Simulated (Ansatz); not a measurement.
Two members of one family (Oligo(pyridine)), computed with Ansatz in the gas phase. Binding counts from free atoms in the multiplicity of their measured ground term, without zero-point energy. The structures are stationary points that may keep the symmetry of their start.

First: c1ccc(-c2ccc(-c3ccc(-c4cccnc4)nc3)nc2)nc1 (singlet, charge 0, PBE-D4/def2-SVP geometry).

| atom | x (Å) | y (Å) | z (Å) |
| --- | --- | --- | --- |
| C1 | -4.0730 | 6.2307 | -1.8305 |
| C2 | -4.0269 | 5.1543 | -2.7281 |
| C3 | -3.2832 | 4.0182 | -2.3908 |
| C4 | -2.5963 | 3.9863 | -1.1552 |
| C5 | -1.7863 | 2.8198 | -0.7243 |
| C6 | -1.1198 | 2.8404 | 0.5207 |
| C7 | -0.3611 | 1.7414 | 0.9194 |
| C8 | -0.2663 | 0.6150 | 0.0690 |
| C9 | 0.5202 | -0.5898 | 0.4204 |
| C10 | 1.2444 | -0.7294 | 1.6232 |
| C11 | 1.9591 | -1.9013 | 1.8723 |
| C12 | 1.9483 | -2.9399 | 0.9132 |
| C13 | 2.6813 | -4.2167 | 1.1028 |
| C14 | 2.6281 | -5.2123 | 0.1046 |
| C15 | 3.3224 | -6.4096 | 0.2939 |
| C16 | 4.0555 | -6.5815 | 1.4806 |
| N17 | 4.1222 | -5.6499 | 2.4461 |
| C18 | 3.4526 | -4.5065 | 2.2534 |
| N19 | 1.2547 | -2.8112 | -0.2408 |
| C20 | 0.5750 | -1.6887 | -0.4725 |
| N21 | -0.9043 | 0.5919 | -1.1242 |
| C22 | -1.6271 | 1.6470 | -1.4969 |
| N23 | -2.6447 | 5.0290 | -0.2949 |
| C24 | -3.3571 | 6.1092 | -0.6277 |
| H25 | -4.6455 | 7.1423 | -2.0536 |
| H26 | -4.5680 | 5.1970 | -3.6859 |
| H27 | -3.2393 | 3.1677 | -3.0843 |
| H28 | -1.2216 | 3.7376 | 1.1476 |
| H29 | 0.1552 | 1.7626 | 1.8896 |
| H30 | 1.2563 | 0.0749 | 2.3730 |
| H31 | 2.5216 | -2.0038 | 2.8109 |
| H32 | 2.0355 | -5.0092 | -0.7990 |
| H33 | 3.2996 | -7.2047 | -0.4670 |
| H34 | 4.6156 | -7.5165 | 1.6618 |
| H35 | 3.5355 | -3.7685 | 3.0707 |
| H36 | 0.0201 | -1.6155 | -1.4225 |
| H37 | -2.1176 | 1.5552 | -2.4830 |
| H38 | -3.3651 | 6.9343 | 0.1079 |

```
           level  HOMO (eV)  LUMO (eV)  gap (eV)  binding per atom (eV)
 PBE-D4/def2-SVP      -5.60      -2.95      2.65                   5.61
PBE0-D4/def2-SVP      -6.42      -2.26      4.16                   5.46
```

Second: c1ccc(-c2ccc(-c3ccc(-c4ccc(-c5ccc(-c6cccnc6)nc5)nc4)nc3)nc2)nc1 (singlet, charge 0, PBE-D4/def2-SVP geometry).

Cartesian coordinates in Å:
```
C -6.0883 8.4081 -5.8608
C -4.8319 8.1027 -6.4049
C -4.0419 7.1272 -5.7873
C -4.5300 6.4756 -4.6298
C -3.7507 5.4321 -3.9189
C -2.4701 4.9986 -4.3175
C -1.8099 4.0094 -3.5876
C -2.4378 3.4515 -2.4506
C -1.8063 2.3988 -1.6209
C -2.4868 1.8775 -0.4991
C -1.8881 0.8868 0.2770
C -0.6004 0.4142 -0.0717
C 0.1023 -0.6349 0.7008
C -0.4337 -1.2545 1.8500
C 0.3006 -2.2362 2.5172
C 1.5784 -2.6003 2.0311
C 2.4165 -3.6308 2.6846
C 2.0302 -4.3446 3.8377
C 2.8865 -5.2999 4.3844
C 4.1388 -5.5432 3.7738
C 5.1037 -6.5415 4.2959
C 4.8608 -7.3339 5.4373
C 5.8311 -8.2504 5.8570
C 7.0229 -8.3512 5.1197
N 7.2786 -7.6092 4.0303
C 6.3446 -6.7346 3.6371
N 4.5140 -4.8596 2.6673
C 3.6912 -3.9495 2.1511
N 2.0958 -2.0080 0.9304
C 1.3899 -1.0720 0.2982
N 0.0536 0.9112 -1.1468
C -0.5257 1.8578 -1.8825
N -3.6665 3.8638 -2.0624
C -4.2903 4.8088 -2.7653
N -5.7426 6.7771 -4.1116
C -6.4900 7.7084 -4.7102
H -6.7419 9.1668 -6.3150
H -4.4695 8.6189 -7.3072
H -3.0560 6.8785 -6.2037
H -1.9764 5.4276 -5.2014
H -0.8129 3.6755 -3.9049
H -3.4842 2.2768 -0.2675
H -2.4222 0.4858 1.1492
H -1.4261 -0.9752 2.2319
H -0.1233 -2.7130 3.4114
H 1.0568 -4.1613 4.3177
H 2.5779 -5.8518 5.2822
H 3.9214 -7.2415 6.0032
H 5.6674 -8.8812 6.7433
H 7.8096 -9.0662 5.4244
H 6.5560 -6.1270 2.7421
H 4.0263 -3.4123 1.2480
H 1.8409 -0.6104 -0.5947
H 0.0692 2.2145 -2.7427
H -5.2905 5.1223 -2.4233
H -7.4709 7.9179 -4.2461
```

Estimate the same table for the second.


| level | HOMO (eV) | LUMO (eV) | gap (eV) | binding per atom (eV) |
| --- | --- | --- | --- | --- |
| PBE-D4/def2-SVP | -5.30 | -3.13 | 2.16 | 5.67 |
| PBE0-D4/def2-SVP | -6.23 | -2.49 | 3.75 | 5.52 |
